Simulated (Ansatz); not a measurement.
A made-up structure of SiH3TeF, closed shell:

F1  (-1.782, 0.081, 0.425)
Si2  (-0.316, -0.094, -0.395)
Te3  (1.144, -0.860, 0.938)
H4  (-0.219, -1.246, -1.292)
H5  (0.036, 1.315, -1.062)
H6  (1.137, 0.803, 1.387)
(Å)

It is relaxed with PBE-D4/def2-SVP and then PBE0-D4/def2-TZVP (Ansatz 0.2.0). Atoms count as bonded within 1.22 times the sum of their covalent radii (H–H: 0.88 Å). The end point is not checked to be a true minimum.

(1) Does its bonding change? (A judgement: the text doesn't fix the answer.)

Answers

(1) By the calculation: No: no bond forms or breaks.

Where it ends: The first stage lowers the energy by 1.74 eV in 7 steps. It ends as SiH₃TeF ([F][SiH2][TeH]):
F1  (-1.846, 0.038, 0.192)
Si2  (-0.401, -0.108, -0.479)
Te3  (1.343, -0.741, 1.158)
H4  (-0.468, -1.206, -1.470)
H5  (-0.078, 1.195, -1.101)
H6  (1.450, 0.822, 1.700)
(Å)

Labels in which every atom is bracketed show which atoms are joined, not bond orders.

For scale, one of the runs: PBE0-D4/def2-TZVP relaxation, 136 basis functions, launched by `ansatz run in.yaml --threads 2 --pin off --events-out ev --progress --plain --max-ram 4352MiB`. The run took about 18 s on 2 CPU threads of an Arm Neoverse V1 (shared host).
